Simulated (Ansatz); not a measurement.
System: dibromo(dichloro)methane, CBr$_{2}$Cl$_{2}$, net charge 0, singlet state. SMILES: ClC(Cl)(Br)Br
Structure (B3LYP-D3(BJ)/def2-TZVP (Ansatz, a first-principles code) minimum search):
```
C
Cl 1 1.7707
Cl 1 1.7707 2 109.89
Br 1 1.9628 2 109.45 3 120.22
Br 1 1.9628 2 109.45 3 -120.22
```

Property: vertical ionisation energy (to the doublet state of charge +1; each state is the SCF solution reached for its spin; for the doublet the Hartree-Fock reference is unstable and T1 is 0.025), in eV. Cores are frozen in the correlated levels unless marked. UHF or UKS for open shells. No spin-orbit coupling. The frozen core is the preceding noble-gas configuration, with the filled d and f shells of earlier blocks. Non-relativistic.  The program attaches cautions to a run behind CCSD/def2-SVPD: other roots. The program attaches cautions to a run behind CCSD/def2-TZVPPD: other roots. The program attaches cautions to a run behind CCSD(T)/def2-SVPD: other roots. The program attaches cautions to a run behind CCSD(T)/def2-QZVPPD: other roots.

```
level                 program  vertical ionisation energy (eV)
--------------------  -------  -------------------------------
RI-HF/def2-QZVPPD      Ansatz                            10.14
SVWN5/def2-TZVPD       Ansatz                            10.13
r2SCAN/def2-TZVPD      Ansatz                            10.22
PBE0/def2-TZVPD        Ansatz                            10.42
BHLYP/def2-TZVPD       Ansatz                            10.67
CAM-B3LYP/def2-TZVPD   Ansatz                            10.69
wB97M-V/def2-TZVPD     Ansatz                            10.73
wB97X-V/def2-TZVPD     Ansatz                            10.82
RI-MP2/def2-TZVPPD     Ansatz                            11.04
RI-MP2/def2-QZVPPD     Ansatz                            11.14
CCSD/def2-SVPD         Ansatz                            10.69
CCSD/def2-TZVPPD       Ansatz                            10.74
CCSD(T)/def2-SVPD      Ansatz                            10.59
CCSD(T)/def2-QZVPPD    Ansatz                            10.77
```
